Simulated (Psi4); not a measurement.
Pair of molecules: CH4 (SMILES C) (first 5 atoms) with C3H4 (SMILES C=C=C); geometry from B3LYP-D3(BJ)/def2-TZVP, rigid monomers moved along the line of their centres of mass till H5···C7 is 5.31 Å.
(charge 0, multiplicity 1):
```xyz
12

C     -0.2044    -0.0443    -0.2907
H      0.3723    -0.0991    -1.2131
H     -0.7580     0.8937    -0.2666
H     -0.9021    -0.8802    -0.2516
H      0.4678    -0.0913     0.5644
C      1.6533     0.0017     6.0183
C      0.3632     0.0790     5.8750
C     -0.9257     0.1561     5.7256
H      2.1517    -0.9549     6.1245
H      2.2718     0.8917     6.0369
H     -1.3771     0.1392     4.7405
H     -1.5877     0.2399     6.5798
```

Level of theory: SAPT0/jun-cc-pV(D+d)Z run with Psi4.

Question: Give the four SAPT terms and the total, and say what mostly holds the pair together.

Answer: electrostatics -0.01, exchange 0.00, induction 0.00, dispersion -0.05, total -0.07 kcal/mol; the largest attraction is dispersion.
